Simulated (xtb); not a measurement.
xtb input (GFN-FF):

```bash
xtb mol.xyz --gfnff --opt tight --chrg 0 --uhf 0
```
mol.xyz:
```
8

Si     0.03592004    -0.00003503    -0.00106819
F      0.60981248     1.39258090    -0.49339366
F      0.59269204    -1.10860558    -0.98706634
F      0.66522245    -0.28579702     1.42491729
C     -1.79596855     0.00175170     0.05340875
H     -2.20846604     0.20003695    -0.93689567
H     -2.15813245     0.77103743     0.73693697
H     -2.17001345    -0.96469887     0.39434533
```

End of the output:

```
         :::::::::::::::::::::::::::::::::::::::::::::::::::::
         ::                     SUMMARY                     ::
         :::::::::::::::::::::::::::::::::::::::::::::::::::::
         :: total energy              -0.914242612866 Eh    ::
         :: gradient norm              0.000239584314 Eh/a0 ::
         ::.................................................::
         :: bond energy               -0.883711902491 Eh    ::
         :: angle energy               0.009731517256 Eh    ::
         :: torsion energy             0.000000000000 Eh    ::
         :: repulsion energy           0.056623925265 Eh    ::
         :: electrostat energy        -0.094180563507 Eh    ::
         :: dispersion energy         -0.002669971792 Eh    ::
         :: HB energy                  0.000000000000 Eh    ::
         :: XB energy                  0.000000000000 Eh    ::
         :: bonded atm energy         -0.000035617597 Eh    ::
         :: external energy            0.000000000000 Eh    ::
         :: add. restraining           0.000000000000 Eh    ::
         :: total charge              -0.000000000000 e     ::
         :::::::::::::::::::::::::::::::::::::::::::::::::::::

           -------------------------------------------------
          |                Property Printout                |
           -------------------------------------------------

molecular dipole:
                 x           y           z       tot (Debye)
 q only:       -1.838       0.002       0.055       4.673
           -------------------------------------------------
          |                Geometry Summary                 |
           -------------------------------------------------

      molecular mass/u    :      100.1152663
   center of mass at/Å    :        0.0663594      -0.0000647      -0.0019734
  moments of inertia/u·Å² :        0.1346622E+03   0.1364397E+03   0.1364397E+03
rotational constants/cm⁻¹ :        0.1251846E+00   0.1235538E+00   0.1235538E+00

 * 7 selected distances

     #   Z          #   Z                                           value/Å
     1  14 Si       2   9 F                                       1.5887777
     1  14 Si       3   9 F                                       1.5887777
     1  14 Si       4   9 F                                       1.5887777
     1  14 Si       5   6 C                                       1.8638202 (max)
     5   6 C        6   1 H                                       1.0853855
     5   6 C        7   1 H                                       1.0853855
     5   6 C        8   1 H                                       1.0853855 (min)
Note: The following floating-point exceptions are signalling: IEEE_UNDERFLOW_FLAG IEEE_DENORMAL
normal termination of xtb

 * 3 distinct bonds (by element types)

   Z      Z             #   av. dist./Å        max./Å        min./Å
   1 H    6 C           3     1.0853855     1.0853855     1.0853855
   6 C   14 Si          1     1.8638202     1.8638202     1.8638202
   9 F   14 Si          3     1.5887777     1.5887777     1.5887777

optimized geometry written to: xtbopt.xyz

           -------------------------------------------------
          | TOTAL ENERGY               -0.914242612866 Eh   |
          | GRADIENT NORM               0.000239584314 Eh/α |
           -------------------------------------------------
########################################################################
[WARNING] Runtime exception occurred
-1- gfnff_setup: Could not read topology file.
########################################################################

------------------------------------------------------------------------
------------------------------------------------------------------------
 total:
 SCF:
 ANC optimizer:
```
